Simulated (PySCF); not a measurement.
# UHF on Sr (strontium, neutral)

Configuration: [Kr] 5s2, closed-shell 1S. Calculation: PySCF 2.14, in x2c-TZVPall (8s6p6d1f, 63 functions); the spin-free X2C one-electron Hamiltonian (Gaussian nucleus).

```
Total energy                        : -3177.319535 hartree
One-electron energy                 : -4396.6562 hartree
Hartree (Coulomb) energy            : 1323.3294 hartree
Exchange energy                     : -103.9927 hartree
⟨S²⟩                                : 0.0000
⟨L²⟩                                : 0.000
Sum of ⟨r⟩                          : 31.52 bohr
Sum of ⟨r²⟩                         : 74.25 bohr²
Langevin diamagnetic susceptibility : -58.8 ×10⁻⁶ cm³/mol
Time after the integrals            : 0.33 s of wall time on 1 thread of Neoverse-N1 (shared host)
```

```csv
shell,electrons,mean orbital energy (eV),"rms radius, mean of both spins (bohr)"
1s,2,-16197.2,0.0451
2s,2,-2261.4,0.187
2p,6,-2004.1,0.166
3s,2,-379.66,0.523
3p,6,-293.95,0.535
3d,10,-152.00,0.547
4s,2,-53.013,1.45
4p,6,-29.802,1.69
5s,2,-4.932,4.87
```

Densities and radii are taken from the X2C orbitals without a picture-change correction, which distorts them close to the nucleus.
